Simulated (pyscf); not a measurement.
PySCF, gas phase, ωB97X-D3(BJ)/def2-SVP geometries. Correlated levels are frozen-core, on RHF or UHF. ΔMP2 is the change of the MP2 total energy from the triple- to the quadruple-zeta basis.

Task: `[CH2][AlH][OH]` [doublet] → `[CH3][Al][OH]` [doublet]
Surface: doublet. Broken: Al–H. Formed: C–H. Give ΔE‡ and ΔE from CCSD(T)/def2-TZVPP + ΔMP2(QZVPP), relative to the reactant's lowest minimum found.

Result: ΔE‡ = 39.3 kcal/mol, ΔE = -16.4 kcal/mol. Zero-point energy shifts the barrier by -1.0 kcal/mol. It is a hydrogen shift, with an imaginary mode of 1564i cm⁻¹. This is the saddle that the search found; another between the same sides may lie lower. The CCSD(T) − MP2 part came from Ansatz, without density fitting, on the same reference. A UHF reference is spin-contaminated (<S²> up to 0.86), which harms MP2 most.
